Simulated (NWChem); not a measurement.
Molecule: C$_{2}$H$_{5}$BF$_{2}$; SMILES CCB(F)F

```xyz
10

B      0.0261     0.6071    -0.0003
F     -1.3047     0.7142    -0.0005
F      0.7042     1.7579     0.0007
C      0.7622    -0.7779    -0.0015
C     -0.1382    -2.0173     0.0011
H      1.4542    -0.7781     0.8719
H      1.4491    -0.7785    -0.8790
H     -0.8007    -2.0389    -0.8876
H     -0.7961    -2.0385     0.8933
H      0.4509    -2.9563    -0.0002
```
Atoms are numbered in this order, from 1.

Level: PBE-D3(BJ)/def2-SVP (NWChem), optimised geometry, unscaled harmonic frequencies. 

```json
[
 {"frequency (cm⁻¹)": "32", "IR intensity (km/mol)": "0.7"},
 {"frequency (cm⁻¹)": "182", "IR intensity (km/mol)": "0.6"},
 {"frequency (cm⁻¹)": "202", "IR intensity (km/mol)": "0.6"},
 {"frequency (cm⁻¹)": "401", "IR intensity (km/mol)": "6.5"},
 {"frequency (cm⁻¹)": "439", "IR intensity (km/mol)": "1.9"},
 {"frequency (cm⁻¹)": "497", "IR intensity (km/mol)": "7.6"},
 {"frequency (cm⁻¹)": "735", "IR intensity (km/mol)": "1.5"},
 {"frequency (cm⁻¹)": "740", "IR intensity (km/mol)": "35.8"},
 {"frequency (cm⁻¹)": "952", "IR intensity (km/mol)": "8.7"},
 {"frequency (cm⁻¹)": "970", "IR intensity (km/mol)": "6.8"},
 {"frequency (cm⁻¹)": "1048", "IR intensity (km/mol)": "0.5"},
 {"frequency (cm⁻¹)": "1183", "IR intensity (km/mol)": "81.3"},
 {"frequency (cm⁻¹)": "1207", "IR intensity (km/mol)": "2.1"},
 {"frequency (cm⁻¹)": "1334", "IR intensity (km/mol)": "167.9"},
 {"frequency (cm⁻¹)": "1357", "IR intensity (km/mol)": "78.3"},
 {"frequency (cm⁻¹)": "1369", "IR intensity (km/mol)": "6.9"},
 {"frequency (cm⁻¹)": "1381", "IR intensity (km/mol)": "219.2"},
 {"frequency (cm⁻¹)": "1429", "IR intensity (km/mol)": "6.0"},
 {"frequency (cm⁻¹)": "1430", "IR intensity (km/mol)": "37.2"},
 {"frequency (cm⁻¹)": "2962", "IR intensity (km/mol)": "15.3"},
 {"frequency (cm⁻¹)": "2978", "IR intensity (km/mol)": "24.6"},
 {"frequency (cm⁻¹)": "2997", "IR intensity (km/mol)": "3.7"},
 {"frequency (cm⁻¹)": "3064", "IR intensity (km/mol)": "18.4"},
 {"frequency (cm⁻¹)": "3065", "IR intensity (km/mol)": "17.3"}
]
```

* **zero-point energy**: 45.7 kcal/mol
* **thermal correction to the enthalpy at 298.15 K (with zero-point energy)**: 50.1 kcal/mol
* **heat capacity Cv**: 19.5 cal/(mol K)
* **entropy at 298.15 K and 1 atm (symmetry number 1)**: 78.4 cal/(mol K)
* **dipole moment**: 1.51 D

Rigid rotor and harmonic oscillator; modes under 100 cm⁻¹ make the entropy uncertain.
